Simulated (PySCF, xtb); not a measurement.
AlH2F, SMILES [AlH2][F].

GFN2-xTB in xtb at its own geometry gives an orbital gap of 4.97 eV and a dipole moment of 0.97 D.

Geometry optimised at TPSSh-D3(BJ)/def2-TZVP.

Task: What does PySCF with HF/def2-TZVPD give? (The exact figures need the calculation; the answer reports its results.)

Result: gap 13.23 eV (levels -12.09 and 1.14 eV), dipole 1.55 D.
